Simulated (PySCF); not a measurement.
A species of formula C8H9N has this rotational fingerprint, computed with PBE0-D3(BJ)/def2-SVP geometry optimisation, gas phase (PySCF 2.14.0):

```
Rotational constants : A = 2560, B = 1229, C = 885.5 MHz
Dipole components    : |μa| = 1.36 D, |μb| = 0.51 D, |μc| = 1.81 D
Inertial defect      : -37.82 u·Å²
κ                    : -0.59
```

Task: Which candidate fits, each taken in the one conformer that was computed?
A. `[H]/[N:1]=[CH:2]\[C:3]1=[CH:4][CH:5]=[CH:6][C:7]12[CH2:8][CH2:9]2` with N1–C2–C3–C4 1°
B. `[CH2:1]=[C:2]([CH3:3])[c:4]1[cH:5][cH:6][n:7][cH:8][cH:9]1` with C1–C2–C4–C5 157°
C. `[CH2:1]=[C:2]1[CH2:3][C@H:4]([CH2:5][C:6]#[N:7])[C:8]1=[CH2:9]` with C3–C4–C5–C6 -172°
D. `[H]/[N:2]=[CH:3]/[C@@H:4]1[C@H:5]2[C@H:6]([CH3:7])[C@:8]12[C:9]#[CH:10]` with N2–C3–C4–C5 -145°
E. `[CH2:1]=[N:2][c:3]1[cH:4][cH:5][cH:6][cH:7][c:8]1[CH3:9]` with C1–N2–C3–C4 -45°
F. `[CH2:1]=[CH:2][c:3]1[cH:4][cH:5][c:6]([NH2:7])[cH:8][cH:9]1` with C1–C2–C3–C4 180°

Result: D. It is [H]/N=C/[C@@H]1[C@H]2[C@H](C)[C@@]21C#C, an asymmetric top, point group C1. The candidates at the same level (rigid rotor, commonest isotopes):

```json
{"SMILES": "C=Cc1ccc(N)cc1", "A (MHz)": "5023", "B (MHz)": "987.5", "C (MHz)": "825.7", "μa (D)": "2.47", "μb (D)": "0.16", "μc (D)": "0.84", "Δ (u·Å²)": "-0.30", "point group": "near Cs", "rotor": "near-prolate asymmetric top"}
{"SMILES": "[H]/N=C/[C@@H]1[C@H]2[C@H](C)[C@@]21C#C", "A (MHz)": "2560", "B (MHz)": "1229", "C (MHz)": "885.5", "μa (D)": "1.36", "μb (D)": "0.51", "μc (D)": "1.81", "Δ (u·Å²)": "-37.82", "point group": "C1", "rotor": "asymmetric top"}
{"SMILES": "C=C1C[C@H](CC#N)C1=C", "A (MHz)": "3610", "B (MHz)": "1051", "C (MHz)": "854.8", "μa (D)": "3.08", "μb (D)": "2.22", "μc (D)": "0.35", "Δ (u·Å²)": "-29.66", "point group": "C1", "rotor": "asymmetric top"}
{"SMILES": "C=Nc1ccccc1C", "A (MHz)": "2582", "B (MHz)": "1611", "C (MHz)": "1017", "μa (D)": "0.21", "μb (D)": "0.72", "μc (D)": "0.93", "Δ (u·Å²)": "-12.41", "point group": "C1", "rotor": "asymmetric top"}
{"SMILES": "C=C(C)c1ccncc1", "A (MHz)": "3723", "B (MHz)": "1204", "C (MHz)": "931.7", "μa (D)": "2.58", "μb (D)": "0.18", "μc (D)": "0.05", "Δ (u·Å²)": "-12.97", "point group": "–", "rotor": "asymmetric top"}
{"SMILES": "[H]/N=C\\C1=CC=CC12CC2", "A (MHz)": "2452", "B (MHz)": "1636", "C (MHz)": "1062", "μa (D)": "3.10", "μb (D)": "0.32", "μc (D)": "0.00", "Δ (u·Å²)": "-39.06", "point group": "–", "rotor": "asymmetric top"}
```

`C=Nc1ccccc1C` has B 31 % too high; `[H]/N=C\C1=CC=CC12CC2` has B 33 % too high; `C=C1C[C@H](CC#N)C1=C` has A 41 % too high; `C=Cc1ccc(N)cc1` has A 96 % too high; `C=C(C)c1ccncc1` has A 45 % too high. No structure here is proved a minimum.
